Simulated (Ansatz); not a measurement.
Reaction (silylene formation by 1,1-elimination): `CO[SiH2][SeH]` → H₂Se + `CO[SiH]`

Computed with Ansatz on PBE0-D4/def2-TZVP structures; ΔE is electronic, products minus reactants. CCSD(T)/CBS adds triple-zeta CCSD(T) − MP2 to the extrapolated MP2 energy (def2 sets, frozen cores). Functionals use def2-TZVPP. For Se outer-core shells are correlated without core-valence functions, which leaves a few kJ/mol of doubt a bond. Scalar relativity is left out up to krypton. One conformer a species, not always the lowest.

```json
{"level": "revPBE-D4", "ΔE (kcal/mol)": "55.4", "difference from CCSD(T)/CBS": "-3.1"}
{"level": "B97M-V", "ΔE (kcal/mol)": "56.0", "difference from CCSD(T)/CBS": "-2.5"}
{"level": "PBE0-D4", "ΔE (kcal/mol)": "60.1", "difference from CCSD(T)/CBS": "1.6"}
{"level": "CAM-B3LYP-D4", "ΔE (kcal/mol)": "56.9", "difference from CCSD(T)/CBS": "-1.6"}
{"level": "ωB97X-V", "ΔE (kcal/mol)": "59.6", "difference from CCSD(T)/CBS": "1.1"}
{"level": "PBE", "ΔE (kcal/mol)": "54.5", "difference from CCSD(T)/CBS": "-4.0"}
{"level": "RPA@PBE/def2-TZVPP", "ΔE (kcal/mol)": "51.6", "difference from CCSD(T)/CBS": "-6.9"}
{"level": "CCSD(T)/def2-SVP", "ΔE (kcal/mol)": "51.7", "difference from CCSD(T)/CBS": "-6.8"}
{"level": "HF/def2-QZVPP", "ΔE (kcal/mol)": "56.5", "difference from CCSD(T)/CBS": "-2.0"}
{"level": "SCS-MP2/def2-QZVPP", "ΔE (kcal/mol)": "59.6", "difference from CCSD(T)/CBS": "1.1"}
{"level": "CCSD(T)/CBS", "ΔE (kcal/mol)": "58.5", "difference from CCSD(T)/CBS": "0"}
```

Largest T1 diagnostic among the species: 0.015.

The D4 term adds +3.0 kcal/mol with B3LYP and +1.6 kcal/mol with PBE0; it sums over pairs of atoms, weighted by their polarisabilities, and B3LYP, whose exchange is more repulsive, gets the larger term. Leaving LDA and LC-ωPBE aside and taking each functional with its dispersion term where it has one, the values, not all of them listed here, spread over 11.8 kcal/mol, from BLYP-D4 to r2SCAN0-D4. LDA lies +6.2 kcal/mol from PBE without D4.

B3LYP here is the variant with VWN-RPA as its local correlation; programs differ in this.
